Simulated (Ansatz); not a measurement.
Job for Ansatz (a first-principles code): R-CAM-B3LYP/def2-TZVPP on CH4BClO (SMILES COBCl).

Ansatz 0.2 input:
```yaml
crystal:
  periodic: [false, false, false]
  atoms:
    - {symbol: C, position_ang: [-1.02484367, -0.41251029, -0.24653622]}
    - {symbol: O, position_ang: [-0.18372046, 0.58183431, 0.33889045]}
    - {symbol: B, position_ang: [1.14025352, 0.68293612, 0.21632050]}
    - {symbol: Cl, position_ang: [2.11659591, -0.45876256, -0.74154028]}
    - {symbol: H, position_ang: [-1.53975869, -0.93523776, 0.55847639]}
    - {symbol: H, position_ang: [-0.45285223, -1.12138416, -0.84288858]}
    - {symbol: H, position_ang: [-1.75822623, 0.09318006, -0.87327644]}
    - {symbol: H, position_ang: [1.70255184, 1.56994426, 0.76625879]}
basis:
  gaussian:
    orbitals: def2-TZVPP
hamiltonian:
  xc: {name: CAM-B3LYP}
scf: {lower_state_search: off}
```

The log:

```
WARN ansatz: RAYON_NUM_THREADS=1 ignored (pool sized by the plan → 1); use --threads N
Functional definition: CAM-B3LYP
these checks for a lower state are left out or cut short: stability, starts, cluster_reference, orbital_swaps, neighbouring_geometries, increment
integrals: 0.12 GiB planned
1049 factors; their error is unknown
integrals: 0.15 GiB planned
248 factors; integrals over basis functions are off by at most 1.5e-5 eV
mean field: 1.00 GiB planned
mean field evaluation 1: about -16347.2947 eV, gradient 4.5e1 eV
mean field evaluation 2: about -16345.2236 eV, gradient 5.8e1 eV
mean field evaluation 4: about -16350.8984 eV, gradient 1.9e0 eV
mean field evaluation 8: about -16350.9080 eV, gradient 2.4e-2 eV
mean field evaluation 16: about -16350.9251 eV, gradient 2.1e-5 eV
mean field -16350.92514129 eV, -600.8854158873 hartree, gradient 1.4e-6 eV, S^2 0.000000; 0 other end points of the search recorded, 0 dependent functions left out
reference -16350.92526479 eV, -600.8854204259 hartree; 20, 20 occupied and 171, 171 virtual orbitals, 1049 factors
Total energy: -16350.92526479 eV, -600.8854204259 hartree
Checks for a lower state left out: stability, starts, cluster_reference, orbital_swaps, neighbouring_geometries, increment
```

Self-consistency was reached.

Cost: around 6 core-seconds (rough).
